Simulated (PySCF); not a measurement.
C₂H₆F₂Si. Atoms are numbered in the order given.

```xyz
11

Si     0.6381    -0.4142     0.0000
F      1.0215     0.4808     1.2954
F      1.0215     0.4808    -1.2954
C     -1.1852    -0.7382     0.0000
C     -2.0248     0.5458     0.0000
H      1.5025    -1.6182     0.0000
H     -1.4206    -1.3639    -0.8809
H     -1.4206    -1.3639     0.8809
H     -3.1031     0.3232     0.0000
H     -1.8092     1.1610    -0.8877
H     -1.8092     1.1610     0.8877
```
Charge 0, spin multiplicity 1.

Coordinates come from a r2SCAN-D4/def2-SVP optimisation. Other conformers were not sampled.

Computed with r2SCAN-D4/def2-SVP in PySCF.

Frequencies are harmonic and unscaled.

Computed normal modes with their intensities:
```
mode  ν (cm⁻¹)  IR (km/mol)  moving atoms (share of kinetic energy)
----  --------  -----------  --------------------------------------
1           57          0.0                  F 39 %, C 31 %, H 29 %
2          143          4.6                  C 43 %, F 34 %, H 21 %
3          167          0.4                          H 65 %, F 27 %
4          269          0.3                  H 61 %, F 17 %, C 17 %
5          304         15.8                         F 74 %, Si 14 %
6          442         47.7         Si 46 %, C 24 %, F 18 %, H 12 %
7          640          2.6                 C 44 %, H 33 %, Si 15 %
8          674          1.6                          H 76 %, C 21 %
9          818         69.1                  H 57 %, F 33 %, Si 9 %
10         829         14.8                          H 83 %, F 16 %
11         895        240.2                 Si 37 %, F 29 %, H 29 %
12         924         85.6                 H 46 %, F 29 %, Si 22 %
13         977         17.2                          H 71 %, C 22 %
14         994        127.9         H 50 %, Si 27 %, F 13 %, C 10 %
15        1045         15.7                          C 66 %, H 34 %
16        1243          4.1                          H 79 %, C 20 %
17        1261         11.0                          H 57 %, C 42 %
18        1386          0.9                          H 82 %, C 18 %
19        1418          7.7                           H 92 %, C 8 %
20        1476          7.5                                  H 97 %
21        1479          8.6                                  H 96 %
22        2279        158.9                                  H 97 %
23        3028          9.9                                  H 94 %
24        3037         27.9                                  H 97 %
25        3081          4.4                           H 91 %, C 9 %
26        3133         14.6                          H 90 %, C 10 %
27        3136         13.7                           H 91 %, C 9 %
```
